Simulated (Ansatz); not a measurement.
Steps of a relaxation of Cl3HSeTi, SMILES `[Cl][Ti]([Cl])([Cl])[SeH]` with RKS PBE0-D4/def2-TZVP.

```sh
$ ansatz run in.yaml --threads 4 --pin off --events-out ev --progress --plain --max-ram 11315MiB
```

```yaml
crystal:
  periodic: [false, false, false]
  atoms:
    - {symbol: Cl, position_ang: [-0.862370, -1.391680, 1.620450]}
    - {symbol: Ti, position_ang: [0.267490, -0.465990, 0.097660]}
    - {symbol: Cl, position_ang: [2.311570, -0.931660, 0.344740]}
    - {symbol: Cl, position_ang: [-0.446180, -1.141060, -1.772320]}
    - {symbol: Se, position_ang: [-0.007740, 1.885770, 0.205010]}
    - {symbol: H, position_ang: [-1.262760, 2.044630, -0.495550]}
basis:
  gaussian: {orbitals: def2-TZVP}
hamiltonian: {xc: pbe0, dispersion: d4}
relax: {f_tol: 0.005, max_steps: 150}
```

Positions (Å) and forces (eV/Å) along the path, 10 of 10 steps:

```xyz
6
step=1 energy=-126031.5130 eV
Cl   -0.862   -1.392    1.620   -0.688   -0.540    0.932
Ti    0.267   -0.466    0.098   -0.243    0.553   -0.222
Cl    2.312   -0.932    0.345    1.142   -0.122    0.166
Cl   -0.446   -1.141   -1.772   -0.380   -0.339   -0.987
Se   -0.008    1.886    0.205    0.641    0.611    0.375
H    -1.263    2.045   -0.496   -0.471   -0.164   -0.264
6
step=2 energy=-126031.6601 eV
Cl   -0.931   -1.403    1.660    0.023    0.060   -0.047
Ti    0.221   -0.461    0.075    0.222    0.144    0.108
Cl    2.344   -0.834    0.352   -0.201    0.014   -0.012
Cl   -0.503   -1.157   -1.846   -0.007    0.063   -0.004
Se    0.081    1.946    0.237   -0.108   -0.271   -0.123
H    -1.213    1.908   -0.479    0.071   -0.010    0.078
6
step=3 energy=-126031.6687 eV
Cl   -0.928   -1.383    1.664   -0.011    0.018   -0.011
Ti    0.235   -0.458    0.079    0.063   -0.002    0.022
Cl    2.345   -0.850    0.360   -0.044    0.009    0.001
Cl   -0.500   -1.123   -1.850   -0.006    0.017   -0.011
Se    0.075    1.928    0.220   -0.004   -0.014   -0.036
H    -1.226    1.886   -0.472    0.002   -0.027    0.035
6
step=4 energy=-126031.6714 eV
Cl   -0.939   -1.358    1.659   -0.013    0.003   -0.006
Ti    0.242   -0.455    0.076    0.001   -0.022    0.007
Cl    2.346   -0.853    0.366    0.017   -0.006    0.004
Cl   -0.500   -1.103   -1.856    0.002   -0.007   -0.012
Se    0.086    1.926    0.203    0.004    0.035   -0.021
H    -1.235    1.842   -0.447   -0.011   -0.004    0.028
6
step=5 energy=-126031.6740 eV
Cl   -0.958   -1.324    1.646    0.005    0.005   -0.024
Ti    0.254   -0.453    0.067   -0.062   -0.030    0.002
Cl    2.352   -0.862    0.375    0.032   -0.003   -0.001
Cl   -0.486   -1.104   -1.868    0.017   -0.017    0.010
Se    0.103    1.927    0.166   -0.091    0.034   -0.051
H    -1.266    1.817   -0.386    0.099    0.010    0.065
6
step=6 energy=-126031.6759 eV
Cl   -0.982   -1.292    1.627    0.012    0.008   -0.022
Ti    0.260   -0.449    0.054   -0.053   -0.017    0.015
Cl    2.354   -0.865    0.380    0.025   -0.002   -0.003
Cl   -0.465   -1.124   -1.878    0.016   -0.013    0.003
Se    0.123    1.934    0.129   -0.182   -0.010   -0.066
H    -1.289    1.796   -0.312    0.183    0.034    0.073
6
step=7 energy=-126031.6788 eV
Cl   -1.001   -1.279    1.614   -0.003   -0.002   -0.002
Ti    0.255   -0.455    0.045    0.017    0.008   -0.007
Cl    2.352   -0.856    0.378   -0.006   -0.002    0.005
Cl   -0.436   -1.163   -1.888   -0.003   -0.003    0.003
Se    0.131    1.931    0.095    0.008   -0.004   -0.003
H    -1.300    1.822   -0.244   -0.013    0.003    0.005
6
step=8 energy=-126031.6791 eV
Cl   -1.009   -1.269    1.602    0.002    0.003   -0.002
Ti    0.258   -0.456    0.037   -0.008   -0.002    0.004
Cl    2.354   -0.855    0.384    0.000   -0.001   -0.002
Cl   -0.427   -1.180   -1.891    0.004    0.000   -0.002
Se    0.135    1.931    0.074   -0.024    0.002   -0.006
H    -1.311    1.830   -0.206    0.026   -0.003    0.007
6
step=9 energy=-126031.6792 eV
Cl   -1.016   -1.258    1.598   -0.001    0.000    0.000
Ti    0.258   -0.454    0.034    0.009    0.005    0.004
Cl    2.352   -0.856    0.383   -0.003   -0.001   -0.001
Cl   -0.418   -1.187   -1.895   -0.001    0.002   -0.001
Se    0.138    1.933    0.064   -0.019   -0.010   -0.005
H    -1.313    1.822   -0.183    0.015    0.004    0.002
6
step=10 energy=-126031.6792 eV
Cl   -1.016   -1.258    1.599   -0.001   -0.002    0.000
Ti    0.259   -0.455    0.035   -0.001    0.001   -0.003
Cl    2.353   -0.858    0.383   -0.001    0.002    0.001
Cl   -0.418   -1.185   -1.895   -0.001   -0.001    0.001
Se    0.136    1.932    0.063    0.000    0.001    0.001
H    -1.314    1.824   -0.184    0.003   -0.001    0.000
```

Run time 78 s (4 threads of an Arm Neoverse V1 on a shared host); peak host memory 0.87 GiB.
